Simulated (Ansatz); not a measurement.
Ansatz (a program for electronic structure) input (B2PLYP/def2-TZVPD):

Ansatz 0.2 input:
```yaml
crystal:
  periodic: [false, false, false]
  atoms:
    - {symbol: C, position_ang: [-2.49006961, -0.23584926, -0.01595224]}
    - {symbol: C, position_ang: [-1.20688201, 0.25536270, -0.10967514]}
    - {symbol: C, position_ang: [-0.05192824, -0.47897671, 0.13039650]}
    - {symbol: Si, position_ang: [1.66769433, 0.19379364, 0.00080136]}
    - {symbol: H, position_ang: [-2.67365740, -1.26629116, 0.26223729]}
    - {symbol: H, position_ang: [-3.34961680, 0.38854727, -0.21609703]}
    - {symbol: H, position_ang: [-1.09393405, 1.29895887, -0.39378978]}
    - {symbol: H, position_ang: [-0.18819383, -1.52112615, 0.41335376]}
    - {symbol: H, position_ang: [2.45998932, -0.55630331, -1.00666487]}
    - {symbol: H, position_ang: [2.38509445, 0.07868409, 1.29596615]}
    - {symbol: H, position_ang: [1.60587686, 1.62119908, -0.39483923]}
basis:
  gaussian:
    orbitals: def2-TZVPD
hamiltonian:
  xc: {name: B2PLYP}
magnetization: {spin_polarized: true, initial_magnetization: 1}
correlation: {electrons: outside_noble_gas}
```

End of the output:

```
integrals: 0.37 GiB planned
1491 factors; integrals over basis functions are off by at most 1.1e-3 eV
0.37 GiB of the device are held for the grids
1.21 GiB of device memory are held for the factors and their scratch space
mean field: 1.72 GiB planned
mean field evaluation 1: about -11086.1954 eV, gradient 2.9e1 eV
mean field evaluation 2: about -11086.2198 eV, gradient 2.9e1 eV
mean field evaluation 4: about -11090.5784 eV, gradient 2.8e0 eV
mean field evaluation 8: about -11090.6563 eV, gradient 6.0e-1 eV
mean field evaluation 16: about -11090.6675 eV, gradient 1.7e-3 eV
mean field -11090.66749765 eV, -407.5745130142 hartree, gradient 2.1e-6 eV, S^2 0.825057; 0 other end points of the search recorded, 0 dependent functions left out
8 core orbitals not correlated
reference -11090.66768430 eV, -407.5745198735 hartree; 12, 11 occupied and 197, 198 virtual orbitals, 1491 factors
second order -19.05942390 eV of doubles, -0.00000000 eV of singles
Total energy: -11095.81372875 eV, -407.7636335190 hartree
```

It need not be the lowest isomer of its formula.
